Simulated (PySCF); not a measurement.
Cl₃Ge, SMILES [Cl][Ge]([Cl])[Cl] (connectivity only; charge and spin as stated), charge +1, multiplicity 1. Heavy atoms are numbered as in [Cl:1][Ge:2]([Cl:3])[Cl:4].

Geometry: B3LYP-D3(BJ)/def2-SVP. The multiplicity is an assumed one; other spin states were not compared. The isomer is the one that the SMILES or the coordinates give; other isomers of the formula were not compared.

All values below come from KT2/pcSseg-1 (PySCF).

GIAO shieldings, no solvent; atoms alike by connectivity are averaged. δ = σ(ref) − σ: ³⁵Cl against HCl (σ = 945.4 ppm); ⁷³Ge against GeH4 (σ = 1669.3 ppm), references at their B3LYP-D3(BJ)/def2-TZVP geometries, non-relativistic (without spin–orbit terms, shifts of atoms bonded to Cl or Br come out too high).

```csv
nucleus,atoms,count,δ (ppm)
³⁵Cl,Cl1,3,542.6
⁷³Ge,Ge2,1,621.3
```
